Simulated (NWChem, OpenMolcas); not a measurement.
# How basis sets differ on GeH4O2 (SMILES [OH][GeH2][OH])

The species is GeH4O2 (7 atoms), meant as a singlet with charge 0. As SMILES, `[OH][GeH2][OH]`. Geometry: relaxed at PBE0-D4/def2-TZVP. This is one conformer, not always the lowest.

```xyz
7

O    -1.4913   -0.4160   -0.1739
Ge    0.0235    0.3770    0.3053
O     1.3474   -0.7989    0.4006
H    -1.6349   -0.4187   -1.1221
H     0.3634    1.4605   -0.7391
H    -0.1725    0.8631    1.7373
H     1.6256   -1.1352   -0.4538
```

Quantity: the dipole moment, in D. The values are calculated.

| level | kind | program | value (D) | CPU time |
| --- | --- | --- | --- | --- |
| HF/ANO-RCC-MB (DKH2) | Hartree–Fock | OpenMolcas | 3.03 | 6 s |
| HF/STO-3G | Hartree–Fock | NWChem | 2.37 | 2.2 s |
| HF/3-21G | Hartree–Fock | NWChem | 3.56 | 2.2 s |
| HF/cc-pVDZ | Hartree–Fock | OpenMolcas | 2.89 | 8.8 s |
| HF/pcseg-1 | Hartree–Fock | NWChem | 3.02 | 13 s |
| HF/def2-SVP | Hartree–Fock | NWChem | 2.99 | 14 s |

All-electron rows without a relativistic Hamiltonian named are non-relativistic. The values span 2.37 to 3.56 D. Magnitudes only. Sets without polarisation functions give poor dipoles. Without the sets that lack polarisation functions the rows with a basis span only 2.89 to 3.02 D. Times are those of the runs behind each value, whatever else they computed, on shared processors of several kinds: orders of magnitude only.
